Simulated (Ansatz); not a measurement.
Species: sum formula Si2H2F3, charge 0, multiplicity 2. It need not be the lowest isomer of its formula. 
Coordinates optimised at B3LYP-D3(BJ)/def2-TZVP (Ansatz, a program for electronic structure):
```
Si
F 1 1.5957
F 1 1.5981 2 107.83
H 1 1.4768 2 107.04 3 -115.88
Si 1 2.3549 4 118.88 2 123.22
F 5 1.6148 1 109.40 4 -54.67
H 5 1.4886 6 107.10 1 -122.98
```
Charge 0, spin multiplicity 2.

Atomisation energy built up term by term with Ansatz (kcal/mol; UHF references for open shells; valence terms freeze the core; atomic spin-orbit terms are left out). CBS marks a two-point X^-3 extrapolation of the correlation energy; Hartree-Fock from the larger set.

```
term                                            basis    kcal/mol
-----------------------  ----------------------------  ----------
Hartree-Fock                              cc-pV(Q+d)Z      460.45
CCSD correlation         CBS(cc-pV(T+d)Z,cc-pV(Q+d)Z)  (withheld)
(T)                      CBS(cc-pV(T+d)Z,cc-pV(Q+d)Z)  (withheld)
core correlation                            cc-pwCVTZ       -0.17
scalar relativity (X2C)    cc-pVTZ-DK against cc-pVTZ       -1.94
sum: De                                                (withheld)
```

What belongs in the gaps?


- CCSD correlation, kcal/mol: 144.54
- (T), kcal/mol: 10.42
- sum: De, kcal/mol: 613.3
